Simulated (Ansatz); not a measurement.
`[F][GaH][SeH]` + `C#N` → `N#[C][GaH][F]` + H₂Se at 298.15 K and 1 bar (formal exchange of groups at a Ga–Se bond).

Isolated molecules relaxed with PBE0-D4/def2-TZVP in Ansatz; ΔE leaves out vibrations. CCSD(T)/CBS adds triple-zeta CCSD(T) − MP2 to the extrapolated MP2 energy (def2 sets, frozen cores). This one scheme is used for every species. For Ga, Se outer-core shells are correlated without core-valence functions, which leaves a few kJ/mol of doubt a bond. Scalar relativity is left out up to krypton. Each species was taken in one conformer, which may not be the lowest.

| species | CCSD(T)/CBS energy (Eh) | H − E (kJ/mol) | S (J/(mol·K)) |
| --- | --- | --- | --- |
| `[F][GaH][SeH]` | -4425.71391 | 60.9 | 316.9 |
| `C#N` | -93.32098 | 52.4 | 201.2 |
| `N#[C][GaH][F]` | -2117.11015 | 60.1 | 310.9 |
| H₂Se | -2401.89790 | 45.8 | 219.1 |

H − E and S are ideal-gas, rigid-rotor, harmonic terms from PBE0-D4/def2-TZVP, for one conformer and one mirror image of each species. 1 Eh = 2625.50 kJ/mol, R = 8.31446 J/(mol·K).

Question: By hand: ΔE, ΔH, ΔS and ΔG.

Answer: ΔE = (-2117.11015) + (-2401.89790) − (-4425.71391) − (-93.32098) = 0.02684 Eh = 70.5 kJ/mol. Δ(H − E) = 60.1 + 45.8 − 60.9 − 52.4 = -7.4, so ΔH = 63.1 kJ/mol. ΔS = 310.9 + 219.1 − 316.9 − 201.2 = 11.9 J/(mol·K). ΔG = 63.1 − 298.15 × (11.9)/1000 = 59.6 kJ/mol.

Question: By hand: the equilibrium constant, and the temperature at which ΔG would vanish if ΔH and ΔS stayed fixed.

Answer: log₁₀ K = −ΔG/(RT ln 10) = -10.4. ΔG = 0 at ΔH/ΔS = 5303 K, far beyond where these terms or the molecules hold.

The number of gas molecules stays the same, so ΔS is small and ΔH decides. A doubt of 5 kJ/mol in ΔE shifts log₁₀ K by 0.9 here. Other conformers and mirror images would add mixing entropy, several J/(mol·K) or more a flexible species. These are equilibria of isolated gas molecules and say nothing of rates. Largest T1 diagnostic: 0.015 (customary marks: 0.02 for closed shells, 0.045 for open ones).
